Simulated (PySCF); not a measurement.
Aminodifluoroborane, `NB(F)F`. The calculation used PBE0-D3(BJ)/def2-SVP geometry optimisation, gas phase (PySCF).

```
atom  x, y, z in Å
N1    -0.7437   -0.0426    0.0083
B2     0.6481    0.0385   -0.0200
F3     1.4017   -1.0574   -0.0039
F4     1.2684    1.2140   -0.0637
H5    -1.3345    0.7760   -0.0034
H6    -1.2339   -0.9246    0.0396
```

Q: Where is the centre of mass (commonest isotopes), and what is the radius of gyration?

A: Mass 65.025 u; centre at (0.690, 0.041, -0.021) Å; Rg = √(Σ m r²/M) = 1.261 Å. As Ia + Ib + Ic = 2 Σ m r², the three principal moments sum to 206.7 u·Å².

Q: Work out the bond lengths N1–B2, N1–H5, N1–H6, B2–F4 in bohr.

A: For N1–B2 the difference vector is (1.3918, 0.0811, -0.0283) Å, of length 1.3944 Å. 1 bohr = 0.529177 Å. N1–B2 2.635; N1–H5 1.908; N1–H6 1.908; B2–F4 2.513 bohr.

Q: How far apart are these pairs, which share no bond: N1···F3, N1···F4, F3···F4, F3···H6, F4···H5, H5···H6?

A: N1···F3 2.373 Å (2 bonds apart); N1···F4 2.373 Å (2 bonds apart); F3···F4 2.276 Å (2 bonds apart); F3···H6 2.639 Å (3 bonds apart); F4···H5 2.640 Å (3 bonds apart); H5···H6 1.704 Å (2 bonds apart).

Q: Give the dihedral angles H6–N1–B2–F3, H5–N1–B2–F3, H6–N1–B2–F4, H5–N1–B2–F4.

A: H6–N1–B2–F3 0° (synperiplanar); H5–N1–B2–F3 180° (antiperiplanar); H6–N1–B2–F4 180° (antiperiplanar); H5–N1–B2–F4 0° (synperiplanar). Dihedral signs follow IUPAC: positive where, seen along the central bond, the front bond turns clockwise onto the rear one.

Q: What are the angles H5–N1–H6, B2–N1–H5, N1–B2–F3, F3–B2–F4?

A: From the scalar product of the two bond vectors; for H5–N1–H6 it is -0.4328 Å² over 1.0096 × 1.0096 Å², cos θ = -0.4246. H5–N1–H6 115.1°; B2–N1–H5 122.5°; N1–B2–F3 121.2°; F3–B2–F4 117.7°.

Q: What is the repulsion energy of the bare nuclei, Σ ZA·ZB/RAB?

A: 112.67 Eh over 15 pairs, with full nuclear charges and distances in bohr; the largest single term is 18.83 Eh (F3 with F4).

Q: Write the matrix of distances between heavy atoms (Å, lower triangle).

A: 
```
N1    0.000
B2    1.394  0.000
F3    2.373  1.330  0.000
F4    2.373  1.330  2.276  0.000
```

Whether it is a minimum is left open (no frequencies).
